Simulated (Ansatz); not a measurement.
`C=C[Se][GeH3]` → `[SeH][CH]1[CH2][GeH2]1`  (isomerisation)

Calculated with Ansatz (gas phase, PBE0-D4/def2-TZVP geometries, no zero-point term in ΔE). CCSD(T)/CBS is the MP2 limit (def2-TZVPP, def2-QZVPP) plus CCSD(T) − MP2 in def2-TZVPP, frozen cores. For Ge, Se outer-core shells are correlated without core-valence functions, which leaves a few kJ/mol of doubt a bond. Scalar relativity is left out up to krypton. Each species was taken in one conformer, which may not be the lowest.

| species | HF/def2-QZVPP energy (Eh) |
| --- | --- |
| `C=C[Se][GeH3]` | -4554.55052 |
| `[SeH][CH]1[CH2][GeH2]1` | -4554.49280 |

Q: Work out ΔE.

A: ΔE = (-4554.49280) − (-4554.55052) = 0.05772 Eh = +151.5 kJ/mol. CCSD(T)/CBS gives +104.2 kJ/mol.

Largest T1 diagnostic among the species: 0.011.

In def2-TZVPP, CCSD(T) changes the Hartree–Fock value by −43.2 kJ/mol (the triples alone add −3.1 kJ/mol) and MP2 by −54.0 kJ/mol.
